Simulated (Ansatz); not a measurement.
Correlation energies of `N[Si](Br)(Br)Br` by basis set

```xyz
7

N     0.894    0.264   -0.668
Si   -0.463   -0.071    0.274
Br   -1.052    1.789    1.294
Br   -2.052   -0.796   -1.065
Br   -0.173   -1.611    1.839
H     1.654    0.808   -0.292
H     1.192   -0.383   -1.381
```

Total charge 0; spin multiplicity 1. Correlated methods include outer-core shells of Br, which these sets cover unevenly. Scalar relativity is left out up to krypton. The structure was optimised at the PBE0-D4/def2-TZVP level. It is one conformer, not always the lowest. Frozen core, restricted reference, the Gaussian-basis code of Ansatz.

```json
{"basis": "def2-SVP", "HF (Eh)": "-8060.89743", "MP2 corr.": "-0.94999"}
{"basis": "def2-TZVPP", "HF (Eh)": "-8062.02356", "MP2 corr.": "-1.15175"}
{"basis": "def2-QZVPP", "HF (Eh)": "-8062.18339", "MP2 corr.": "-2.13317"}
```

Q: Estimate the CCSD correlation energy and the (T) correction in each basis where they were run (hartree).

A: 
| basis | CCSD corr. | (T) |
| --- | --- | --- |
| def2-SVP | -0.96393 | -0.02317 |
